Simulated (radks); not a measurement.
All-electron atom: the neon ion Ne2+ in [He] 2s2 2p4.

All-electron calculation, non-relativistic Kohn-Sham, PBEsol, spin-polarised, spherical densities, point nucleus; open shells are filled with parallel spins first. Program: a radial shooting solver on a logarithmic mesh with Libxc functionals.

Energy parts (eV):
| part | energy |
|---|---|
| total | -3434.202 |
| kinetic | 3426.951 |
| electron-nucleus | -7957.473 |
| Hartree | 1391.921 |
| exchange-correlation | -295.600 |

Orbitals (lengths in bohr, moments of r in powers of bohr; r(max) is where P^2 peaks):
[
 {"orbital": "1s up", "occ.": "1", "eigenvalue (eV)": "-878.3244", "<r^2>": "0.03391", "<r>": "0.1586", "r(max)": "0.1031"},
 {"orbital": "1s down", "occ.": "1", "eigenvalue (eV)": "-876.2102", "<r^2>": "0.03374", "<r>": "0.1582", "r(max)": "0.1030"},
 {"orbital": "2s up", "occ.": "1", "eigenvalue (eV)": "-79.6034", "<r^2>": "0.8160", "<r>": "0.8263", "r(max)": "0.6595"},
 {"orbital": "2s down", "occ.": "1", "eigenvalue (eV)": "-74.9880", "<r^2>": "0.8461", "<r>": "0.8403", "r(max)": "0.6658"},
 {"orbital": "2p up", "occ.": "3", "eigenvalue (eV)": "-56.7192", "<r^2>": "0.8114", "<r>": "0.8020", "r(max)": "0.5781"},
 {"orbital": "2p down", "occ.": "1", "eigenvalue (eV)": "-51.8337", "<r^2>": "0.8698", "<r>": "0.8278", "r(max)": "0.5893"}
]

The highest occupied level is 2p down at -51.834 eV. The electron density at the nucleus is 624.1 e/bohr^3. The density falls to 0.001 e/bohr^3 at r = 2.37 bohr. For comparison, the ionisation energy in NIST's Atomic Spectra Database is 63.423 eV (measured). In exact Kohn-Sham theory the highest level is minus the ionisation energy, but local and semilocal functionals leave it too shallow, through self-interaction and a potential that decays too fast; potentials with the right tail come closer. Summed over all electrons, <r^2> = 5.034 bohr^2, which gives a Langevin (diamagnetic) susceptibility term of -3.99 x 10^-6 cm^3/mol. The spin density at the nucleus is -0.1506 e/bohr^3 (1s -0.9600, 2s 0.8094), a Fermi contact field of -7.9 T. Spin moment in Bohr magnetons: 2. Virial ratio -V/T = 2.00212.
